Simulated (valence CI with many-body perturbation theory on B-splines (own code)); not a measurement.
Nb in three bases

Level of theory: relativistic CI+MBPT: five valence electrons over a frozen Dirac-Fock core [Kr], a basis of 7 s, 7 p, 8 d, 6 f, 4 g, 1 h functions for each j, with the one-electron correlation potential Σ1 (screened to all orders), the two-electron term Σ2, the three-electron term Σ3, Breit, model QED; selected single and double excitations, second order for the rest (own B-spline code, finite nucleus).

Against 15 measured levels this calculation errs by 119 cm⁻¹ on average and by 230 at most. These come from a selection out of the NIST Handbook of Basic Atomic Spectroscopic Data. Levels without a partner in it may be off by more, other configurations by 1,000 to 4,000 cm⁻¹. Among the levels kept, up to 2500 cm⁻¹ of a level comes from second order outside the variational space, and about a tenth of that is noise between levels of different J, which matters for small intervals. Only levels of the ground parity were solved; by the run's estimate the other parity begins above the list, which can be wrong where configurations are misplaced.

The reference run has the lowest level 4d⁴5s ⁶D_1/2 and an ionisation energy of 6.68027 eV. Its largest variational space holds 20000 state functions.

Names give the largest LS component (configuration and term), which can be under half, so a name can repeat, a term be missing and a line seem to break the LS rules; names also repeat where a configuration has a term twice.

Changed runs:
A. basis 6 s, 6 p, 5 d, 5 f, 1 g
B. basis 5 s, 5 p, 4 d, 4 f

Excitation energies of the reference run in cm⁻¹, and shifts in cm⁻¹:

```
                 Level  Reference         A         B
          4d⁴5s ⁶D_3/2        211       -49       -55
          4d⁴5s ⁶D_5/2        495       -91      -105
          4d⁴5s ⁶D_7/2        755       -62       -71
         4d³5s² ⁴F_3/2        935      -514      -357
          4d⁴5s ⁶D_9/2       1096       -63       -65
         4d³5s² ⁴F_5/2       1442      -545      -412
         4d³5s² ⁴F_7/2       1978      -532      -387
         4d³5s² ⁴F_9/2       2598      -523      -356
         4d³5s² ⁴P_1/2       5102      -130      -5.3
         4d³5s² ⁴P_3/2       5492      -201       -90
         4d³5s² ⁴P_5/2       6196      -232      -137
          4d⁴5s ⁴D_1/2       8424       +55      +346
Ionisation energy (eV)    6.68027  -0.00805  -0.02501
```
